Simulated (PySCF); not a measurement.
CuF, multiplicity 1. Atoms are numbered in the order given.

```xyz
2

Cu     0.0000     0.0000    -0.4179
F      0.0000     0.0000     1.3466
```
Charge 0, spin multiplicity 1.

Geometry optimised at PBE0-D3(BJ)/def2-TZVPD. The spin state was assumed, not searched.

These are PySCF 2.14.0 with TDA-PBE0/def2-TZVPD values and carry that method's errors.

Vertical excitations; the highest root listed may be one member of a degenerate set.  State labels are in the subgroup C2v.

```json
[
 {"state": "S1", "symmetry": "B2", "energy (eV)": "2.58", "λ (nm)": "480", "f": "0.008", "main pairs": "HOMO−1→LUMO (degenerate set)"},
 {"state": "S2", "symmetry": "B1", "energy (eV)": "2.58", "λ (nm)": "480", "f": "0.008", "main pairs": "HOMO−2→LUMO (degenerate set)"},
 {"state": "S3", "symmetry": "A1", "energy (eV)": "2.70", "λ (nm)": "459", "f": "0.006", "main pairs": "HOMO→LUMO 96 %"},
 {"state": "S4", "symmetry": "A1", "energy (eV)": "3.05", "λ (nm)": "406", "f": "0.000", "main pairs": "HOMO−3→LUMO (degenerate set)"},
 {"state": "S5", "symmetry": "A2", "energy (eV)": "3.05", "λ (nm)": "406", "f": "0.000", "main pairs": "HOMO−4→LUMO (degenerate set)"},
 {"state": "S6", "symmetry": "B2", "energy (eV)": "5.03", "λ (nm)": "247", "f": "0.002", "main pairs": "HOMO−5→LUMO (degenerate set)"},
 {"state": "S7", "symmetry": "B1", "energy (eV)": "5.03", "λ (nm)": "247", "f": "0.002", "main pairs": "HOMO−6→LUMO (degenerate set)"},
 {"state": "S8", "symmetry": "B2", "energy (eV)": "6.13", "λ (nm)": "202", "f": "0.097", "main pairs": "HOMO→LUMO+1 (degenerate set)"},
 {"state": "S9", "symmetry": "B1", "energy (eV)": "6.13", "λ (nm)": "202", "f": "0.097", "main pairs": "HOMO→LUMO+2 (degenerate set)"},
 {"state": "S10", "symmetry": "A2", "energy (eV)": "6.28", "λ (nm)": "197", "f": "0.000", "main pairs": "HOMO−1→LUMO+2 48 %, HOMO−2→LUMO+1 48 %"},
 {"state": "T1", "symmetry": "A1", "energy (eV)": "1.67", "λ (nm)": "741", "f": "0", "main pairs": "HOMO→LUMO 96 %"},
 {"state": "T2", "symmetry": "B2", "energy (eV)": "2.09", "λ (nm)": "593", "f": "0", "main pairs": "HOMO−1→LUMO (degenerate set)"},
 {"state": "T3", "symmetry": "B1", "energy (eV)": "2.09", "λ (nm)": "593", "f": "0", "main pairs": "HOMO−2→LUMO (degenerate set)"},
 {"state": "T4", "symmetry": "A2", "energy (eV)": "2.63", "λ (nm)": "471", "f": "0", "main pairs": "HOMO−4→LUMO 97 %"}
]
```
Triplets are in the Tamm–Dancoff approximation.
